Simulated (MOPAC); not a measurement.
Input for MOPAC: AM1 on C4H8 (a complex), monomers drawn apart or pushed together.

```
AM1 1SCF PRECISE CHARGE=0 THREADS=1
C4H8

C     -0.20440649 1    -0.04430182 1    -0.29071696 1
H      0.37230030 1    -0.09913342 1    -1.21308321 1
H     -0.75803661 1     0.89371268 1    -0.26659162 1
H     -0.90208411 1    -0.88016963 1    -0.25156153 1
H      0.46781400 1    -0.09127708 1     0.56443765 1
C      1.40812778 1    -0.05141701 1     3.35947556 1
C      0.11808533 1     0.02581629 1     3.21619068 1
C     -1.17081450 1     0.10297435 1     3.06686950 1
H      1.90660193 1    -1.00809167 1     3.46572468 1
H      2.02666853 1     0.83855234 1     3.37814279 1
H     -1.62219341 1     0.08600307 1     2.08175280 1
H     -1.83279429 1     0.18674658 1     3.92097752 1
```

Output:

```
*******************************************************************************
 **                                                                           **
 **                              MOPAC v23.2.5                                **
 **                                                                           **
 *******************************************************************************
 ** MOPAC's Digital Object Identifier: https://doi.org/10.5281/zenodo.6511958 **
 **                                                                           **
 ** Please cite the open-source release paper for use of this MOPAC version:  **
 ** J. E. Moussa and J. J. P. Stewart (2026)                                  **
 ** MOPAC: An open-source semiempirical molecular orbital program             **
 ** J. Open Source Softw., 11(119), 8025, https://doi.org/10.21105/joss.08025 **
 *******************************************************************************

                              AM1 CALCULATION RESULTS

 *******************************************************************************
 *  AM1        - The AM1 Hamiltonian to be used
 *
 *
 *
 *                 CHARGE ON SYSTEM = 0
 *
 *
 *
 *  PRECISE    - TIGHTER CRITERIA TO BE USED
 *  1SCF       - DO 1 SCF AND THEN STOP
 *  THREADS=1  - MULTI-THREADING NOT USED
 *  T=         - A TIME OF 172800.0 SECONDS REQUESTED
 *  DUMP=N     - RESTART FILE WRITTEN EVERY 7200.0 SECONDS REQUESTED
 *******************************************************************************
AM1 1SCF PRECISE CHARGE=0 THREADS=1
 C4H8

   ATOM   CHEMICAL          X               Y               Z
  NUMBER   SYMBOL      (ANGSTROMS)     (ANGSTROMS)     (ANGSTROMS)

     1       C         -0.20440649  *  -0.04430182  *  -0.29071696  *
     2       H          0.37230030  *  -0.09913342  *  -1.21308321  *
     3       H         -0.75803661  *   0.89371268  *  -0.26659162  *
     4       H         -0.90208411  *  -0.88016963  *  -0.25156153  *
     5       H          0.46781400  *  -0.09127708  *   0.56443765  *
     6       C          1.40812778  *  -0.05141701  *   3.35947556  *
     7       C          0.11808533  *   0.02581629  *   3.21619068  *
     8       C         -1.17081450  *   0.10297435  *   3.06686950  *
     9       H          1.90660193  *  -1.00809167  *   3.46572468  *
    10       H          2.02666853  *   0.83855234  *   3.37814279  *
    11       H         -1.62219341  *   0.08600307  *   2.08175280  *
    12       H         -1.83279429  *   0.18674658  *   3.92097752  *



          CARTESIAN COORDINATES

    NO.       ATOM           X           Y           Z

     1         C         -0.2044     -0.0443     -0.2907
     2         H          0.3723     -0.0991     -1.2131
     3         H         -0.7580      0.8937     -0.2666
     4         H         -0.9021     -0.8802     -0.2516
     5         H          0.4678     -0.0913      0.5644
     6         C          1.4081     -0.0514      3.3595
     7         C          0.1181      0.0258      3.2162
     8         C         -1.1708      0.1030      3.0669
     9         H          1.9066     -1.0081      3.4657
    10         H          2.0267      0.8386      3.3781
    11         H         -1.6222      0.0860      2.0818
    12         H         -1.8328      0.1867      3.9210

  H: (AM1): M.J.S. DEWAR ET AL, J. AM. CHEM. SOC. 107 3902-3909 (1985)
  C: (AM1): M.J.S. DEWAR ET AL, J. AM. CHEM. SOC. 107 3902-3909 (1985)

           Empirical Formula: C4 H8  =    12 atoms



      MOLECULAR POINT GROUP   :   Cs


      RHF CALCULATION, NO. OF DOUBLY OCCUPIED LEVELS = 12


 -------------------------------------------------------------------------------
 AM1 1SCF PRECISE CHARGE=0 THREADS=1
 C4H8



     1SCF WAS SPECIFIED, SO BFGS WAS NOT USED
     SCF FIELD WAS ACHIEVED


                              AM1 CALCULATION
                                                       MOPAC v23.2.5 Linux




          FINAL HEAT OF FORMATION =         38.83082 KCAL/MOL =     162.46814 KJ/MOL


          COSMO AREA              =        126.18 SQUARE ANGSTROMS
          COSMO VOLUME            =        108.71 CUBIC ANGSTROMS

          IONIZATION POTENTIAL    =         10.159179 EV
          HOMO LUMO ENERGIES (EV) =        -10.159  1.219
          NO. OF FILLED LEVELS    =         12
          MOLECULAR WEIGHT        =         56.1072         POINT GROUP:  Cs

          MOLECULAR DIMENSIONS (Angstroms)

            Atom       Atom       Distance
            H    12    H     2     5.59489
            H    10    H     4     4.42487
            H     9    H     3     3.30562


          SCF CALCULATIONS        =          1





   ATOM   CHEMICAL          X               Y               Z
  NUMBER   SYMBOL      (ANGSTROMS)     (ANGSTROMS)     (ANGSTROMS)

     1       C         -0.20440649  *  -0.04430182  *  -0.29071696  *
     2       H          0.37230030  *  -0.09913342  *  -1.21308321  *
     3       H         -0.75803661  *   0.89371268  *  -0.26659162  *
     4       H         -0.90208411  *  -0.88016963  *  -0.25156153  *
     5       H          0.46781400  *  -0.09127708  *   0.56443765  *
     6       C          1.40812778  *  -0.05141701  *   3.35947556  *
     7       C          0.11808533  *   0.02581629  *   3.21619068  *
     8       C         -1.17081450  *   0.10297435  *   3.06686950  *
     9       H          1.90660193  *  -1.00809167  *   3.46572468  *
    10       H          2.02666853  *   0.83855234  *   3.37814279  *
    11       H         -1.62219341  *   0.08600307  *   2.08175280  *
    12       H         -1.83279429  *   0.18674658  *   3.92097752  *

                             CARTESIAN COORDINATES

   1    C       -0.204406490    -0.044301820    -0.290716960
   2    H        0.372300300    -0.099133420    -1.213083210
   3    H       -0.758036610     0.893712680    -0.266591620
   4    H       -0.902084110    -0.880169630    -0.251561530
   5    H        0.467814000    -0.091277080     0.564437650
   6    C        1.408127780    -0.051417010     3.359475560
   7    C        0.118085330     0.025816290     3.216190680
   8    C       -1.170814500     0.102974350     3.066869500
   9    H        1.906601930    -1.008091670     3.465724680
  10    H        2.026668530     0.838552340     3.378142790
  11    H       -1.622193410     0.086003070     2.081752800
  12    H       -1.832794290     0.186746580     3.920977520


           Empirical Formula: C4 H8  =    12 atoms



      MOLECULAR POINT GROUP   :   Cs


                  EIGENVALUES
 -34.81272 -29.32672 -28.72803 -18.99407 -15.11673 -15.03625 -14.82163 -13.39674
 -13.38203 -13.27386 -10.17398 -10.15918   1.21906   1.22429   4.15523   4.69014
   4.77480   4.77743   4.82459   5.07561   5.08626   5.23643   5.43260   6.40017


              NET ATOMIC CHARGES AND DIPOLE CONTRIBUTIONS

  ATOM NO.   TYPE          CHARGE      No. of ELECS.   s-Pop       p-Pop
    1          C          -0.266631        4.2666     1.21825     3.04838
    2          H           0.065165        0.9348     0.93483
    3          H           0.064268        0.9357     0.93573
    4          H           0.064065        0.9359     0.93593
    5          H           0.072746        0.9273     0.92725
    6          C          -0.187450        4.1875     1.21657     2.97088
    7          C          -0.152377        4.1524     1.22817     2.92421
    8          C          -0.186740        4.1867     1.21719     2.96955
    9          H           0.131191        0.8688     0.86881
   10          H           0.131187        0.8688     0.86881
   11          H           0.133371        0.8666     0.86663
   12          H           0.131205        0.8688     0.86880
 DIPOLE           X         Y         Z       TOTAL
 POINT-CHG.     0.010    -0.000     0.018     0.021
 HYBRID        -0.004     0.000    -0.005     0.006
 SUM            0.006     0.000     0.013     0.015


          ATOMIC ORBITAL ELECTRON POPULATIONS

     Atom    s        px        py        pz
    1  C   1.21825   1.01726   1.01231   1.01880
    2  H   0.93483
    3  H   0.93573
    4  H   0.93593
    5  H   0.92725
    6  C   1.21657   0.91328   1.02028   1.03732
    7  C   1.22817   0.94443   0.99155   0.98822
    8  C   1.21719   0.91359   1.03571   1.02025
    9  H   0.86881
   10  H   0.86881
   11  H   0.86663
   12  H   0.86880

 **********************
 *                    *
 * JOB ENDED NORMALLY *
 *                    *
 **********************




 == MOPAC DONE ==
```

The run finished.

Cost: roughly 0.03 core-seconds.
